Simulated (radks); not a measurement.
Values are calculated unless marked as measured or tabulated.
Task: Dipole-allowed excitations along the series with 46 electrons in [Kr] 4d10. Code: a radial shooting solver on a logarithmic mesh with Libxc functionals. Model: scalar-relativistic Kohn-Sham, LDA (Slater exchange, VWN5 correlation), spin-unpolarised, spherical densities, finite nucleus; Fermi nuclear charge, rms radius of each element as measured or else 0.836 A^(1/3) + 0.57 fm. Time-dependent linear response with the Hartree and adiabatic LDA kernel, continuum included through the Sternheimer equations, no spin-orbit coupling, so fine structure and intercombination lines are absent. Lines are the poles of the dipole polarisability below minus the highest occupied eigenvalue, found on a grid refined at the orbital gaps; the lowest seven at most are given, and weak or close lines can be missed. The first line takes the name of the lowest orbital gap if no other gap lies below it; otherwise a line is named after a gap within 0.6 % of it, if that gap stands alone.

species  -e(HOMO) (eV)  lowest orbital gap (eV)  first line (eV)     f  static alpha (bohr^3)
Tm23+           808.78             4d-4f 176.27   217.19 (4d-4f)  5.71                 0.1176
Yb24+           865.82             4d-4f 182.08   224.00 (4d-4f)  5.53                 0.1073

Estimate the first line of Lu25+, its oscillator strength and the static polarisability.

Result: 230.81 eV (4d-4f), f = 5.37, alpha = 0.09813 bohr^3.
